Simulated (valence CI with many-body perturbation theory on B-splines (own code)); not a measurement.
The numbers below are computed, except where a source is named.
**Hyperfine factors and g values of Lu⁵⁸⁺**

Method: valence CI with perturbative core correlation (CI+MBPT): three valence electrons over a frozen Dirac-Fock core [Ne], radial functions for each j: 11 s, 11 p, 9 d, 7 f, 5 g, 2 h, 1 i, with the one-electron correlation potential Σ1 (screened to all orders), the two-electron term Σ2, the three-electron term Σ3, Breit, model QED; selected single and double excitations, second order for the rest (own B-spline code, finite nucleus).

No measured spectrum was set against this ion. As an estimate, large intervals hold to a few tenths of a per cent, small ones and those within an open d or f shell to about a per cent.

A/g_I is the dipole constant over the nuclear g factor μ/I (μ in nuclear magnetons, uniformly magnetised nucleus), B/Q the quadrupole constant per barn. Both hold the static response of the core; the bare values leave it out. Large factors of s and p1/2 electrons are usually good to 5 to 10 %; those of open d and f shells near neutrality can be off by tens of per cent, and small factors of p3/2, d and f electrons come from cancelling terms and can be off by a factor of two or in sign, in half-filled shells by more. B is blank for J = 1/2, where it vanishes, and for nearly pure S terms. Energies count from the lowest level.

Levels are named by their leading jj configuration (3d3/2^4 stands for four electrons in 3d with j = 3/2), which in mixed levels can hold well under half, so a name can repeat and another be missing. Letters in brackets count levels of one name in rising energy.

```csv
Level,E (eV),g,A/g_I (MHz),A/g_I bare,B/Q (MHz/b),B/Q bare
(3s^2 3p1/2) J=1/2,0.0,0.649,1570000,1540000,,
(3s 3p1/2^2) J=1/2,156.6,2.125,4740000,4640000,,
(3s^2 3p3/2) J=3/2,298.6,1.322,192000,191000,376000,371000
(3s 3p1/2 3p3/2) J=3/2 [a],426.7,1.633,1090000,1080000,305000,301000
(3s 3p1/2 3p3/2) J=5/2,443.8,1.339,1360000,1340000,298000,294000
(3s 3p1/2 3p3/2) J=3/2 [b],464.2,0.965,118000,119000,195000,192000
(3s 3p1/2 3p3/2) J=1/2,473.6,1.254,-1720000,-1680000,,
(3s^2 3d3/2) J=3/2,520.0,0.827,47900,51400,82100,83300
(3s^2 3d5/2) J=5/2,579.6,1.199,73100,75000,69400,71500
(3p1/2^2 3p3/2) J=3/2,618.4,1.107,82800,86200,261000,259000
(3s 3p1/2 3d3/2) J=3/2 [a],631.7,0.677,-232000,-224000,138000,138000
(3s 3p1/2 3d3/2) J=5/2,643.7,1.024,1300000,1280000,24600,27000
(3s 3p1/2 3d3/2) J=1/2,668.7,0.394,-1940000,-1890000,,
(3s 3p1/2 3d3/2) J=3/2 [b],674.4,1.288,1180000,1160000,63800,63600
(3s 3p1/2 3d5/2) J=5/2 [a],711.7,1.350,454000,449000,72000,73900
(3s 3p1/2 3d5/2) J=7/2,724.7,1.239,930000,914000,16200,19100
(3s 3p1/2 3d5/2) J=5/2 [b],734.7,1.037,9400,13100,86000,87200
(3s 3p3/2^2) J=5/2,737.3,1.425,1110000,1090000,92700,91500
(3s 3p1/2 3d5/2) J=3/2,739.6,1.110,-1040000,-1010000,37800,39200
(3s 3p3/2^2) J=1/2,772.4,1.916,4810000,4710000,,
(3s 3p3/2^2) J=3/2,778.9,1.192,-726000,-704000,-63500,-62700
(3p1/2^2 3d3/2) J=3/2,819.9,0.773,105000,105000,62600,64600
(3p1/2^2 3d5/2) J=5/2,901.2,1.192,34500,39400,55600,58000
(3p1/2 3p3/2^2) J=5/2,910.6,1.168,609000,600000,37100,36900
(3p1/2 3p3/2^2) J=3/2,915.0,1.415,-15100,-6880,18600,18300
(3p1/2 3p3/2^2) J=1/2,930.9,0.716,1860000,1820000,,
(3s 3p3/2 3d3/2) J=3/2 [a],942.9,1.292,561000,554000,-4390,-5910
(3s 3p3/2 3d3/2) J=1/2 [a],944.5,2.177,1920000,1890000,,
(3s 3p3/2 3d3/2) J=5/2 [a],946.2,1.227,520000,514000,144000,142000
(3s 3p3/2 3d3/2) J=7/2,949.3,1.236,791000,779000,387000,384000
(3s 3p3/2 3d3/2) J=3/2 [b],975.2,0.983,189000,190000,-200000,-197000
(3s 3p3/2 3d3/2) J=5/2 [b],988.4,0.959,-169000,-161000,237000,237000
(3s 3p3/2 3d5/2) J=9/2,991.2,1.322,619000,611000,460000,457000
(3s 3p3/2 3d3/2) J=1/2 [b],993.2,0.608,888000,871000,,
(3s 3p3/2 3d5/2) J=5/2 [a],1012.9,1.338,935000,919000,-202000,-198000
(3s 3p3/2 3d5/2) J=7/2 [a],1021.7,1.233,366000,362000,266000,265000
(3s 3p3/2 3d5/2) J=3/2 [a],1024.5,1.152,-398000,-384000,-202000,-199000
(3s 3p3/2 3d5/2) J=7/2 [b],1039.6,1.196,-9390,-4580,230000,230000
(3s 3p3/2 3d5/2) J=1/2,1048.9,0.707,-1400000,-1370000,,
(3s 3p3/2 3d5/2) J=3/2 [b],1058.8,1.301,1120000,1100000,117000,117000
```

Take the isotope of mass number 175, with I = 7/2, μ = 2.2257 μN and Q = 3.49 b. What is the hyperfine structure of (3s 3p1/2 3p3/2) J=5/2?

From the table A = 866000 MHz, B = 1040000 MHz. Shifts from the centre of gravity in MHz: F = 1: -9190000, F = 2: -7750000, F = 3: -5490000, F = 4: -2260000, F = 5: 2110000, F = 6: 7840000.
